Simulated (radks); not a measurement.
Species: Ni4+. Configuration: [Ar] 3d5.5 4p0.5 (fractional occupations, a model configuration). Method: Dirac Kohn-Sham, OLYP, spin-unpolarised, spherical densities, finite nucleus; open shells fill j = l - 1/2 first; Fermi nuclear charge, rms radius 3.7757 fm; computed with a radial shooting solver on a logarithmic mesh with Libxc functionals.

Normalised radial functions P(r) = r R(r) (large component), r in bohr:

```
   r/bohr * 2p3/2, o 3s1/2, + 3p3/2 (the largest magnitude, 2.09, reaches the edge; | marks zero, & curves that meet)
 0.005138                             & o
 0.006637                             &  o
 0.008642                             +* o
  0.01125                             +*  o
  0.01465                             |&  o
  0.01908                             |+*  o
  0.02484                             |+  *o
  0.03235                             | +  o*
  0.04212                             |  +o   *
  0.05485                             |  o +      *
  0.07085                             o     +         *
  0.09226                         o   |       +            *
   0.1201                      o      |        +               *
   0.1564                    o        |       +                  *
   0.2037                     o       |     +                   *
   0.2652                          o  |+                    *
   0.3454                       +     |   o          *
   0.4497                 +           |       *   o
   0.5856             +               |  *             o
   0.7564              +              |*              o
    0.985                  +          *          o
    1.283                       +     *     o
     1.67                          +  * o
    2.175                            +&
    2.832                             &
    3.687                             &
    4.801                             &
    6.252                             &
```

2p3/2: eigenvalue -911.56 eV, 0 radial nodes, <r> = 0.216 bohr, 90 % of the charge inside 0.353 bohr. 3s1/2: eigenvalue -178.92 eV, 2 radial nodes at r = 0.0703, 0.300 bohr, <r> = 0.724 bohr, 90 % of the charge inside 1.08 bohr. 3p3/2: eigenvalue -137.80 eV, 1 radial node at r = 0.272 bohr, <r> = 0.753 bohr, 90 % of the charge inside 1.15 bohr.
